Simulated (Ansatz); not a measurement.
Harmonic frequencies (cm⁻¹) at PBE0-D4/def2-TZVP from Ansatz: 220, 317, 369, 428, 496, 571, 587, 602, 855, 879, 982, 1130, 1149, 1315, 1370, 1446, 1648, 3550, 3638, 3828, 3845.

Each molecule was computed in one conformer, which needn't be the lowest.

(1) Which molecule is it?
A. `NC(O)(O)F`
B. `C[SiH]1C=C1`
C. `O[SiH2]OP`
D. `C=NB[SeH]`

Results:

(1) A.
